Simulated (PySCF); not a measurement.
PySCF 2.14 output of a UHF calculation on a single atom or ion in dyall-av2z (22s16p12d, 130 functions), with the non-relativistic Hamiltonian (point nucleus):

```
SCF conv_tol = 1e-09
number electrons alpha = 24  beta = 23
cycle= 1 E= -5739.14292640991  delta_E= -0.000369  |g|= 0.00718  |ddm|= 0.0269
cycle= 2 E= -5739.14297778352  delta_E= -5.14e-05  |g|= 0.0032  |ddm|= 0.00887
cycle= 3 E= -5739.14299022419  delta_E= -1.24e-05  |g|= 0.000615  |ddm|= 0.00645
cycle= 4 E= -5739.14299048064  delta_E= -2.56e-07  |g|= 0.000244  |ddm|= 0.00112
cycle= 5 E= -5739.14299048823  delta_E= -7.6e-09  |g|= 2.49e-05  |ddm|= 0.000119
cycle= 6 E= -5739.14299048894  delta_E= -7.11e-10  |g|= 5.39e-06  |ddm|= 4.57e-05
converged SCF energy = -5739.14299048894  <S^2> = 0.75145894  2S+1 = 2.0014584
```

The run itself started from symmetry-adapted Hartree-Fock orbitals and held the occupation by maximum overlap, so the iterations belong to that start.

**Question.** Which element, charge and spin multiplicity is this?

**Answer.** In²⁺ (indium, charge +2), multiplicity 2; the state was [Kr] 4d10 5p1, 2P determinant (an excited configuration).

A non-relativistic calculation at this Z misses sizeable relativistic shifts.
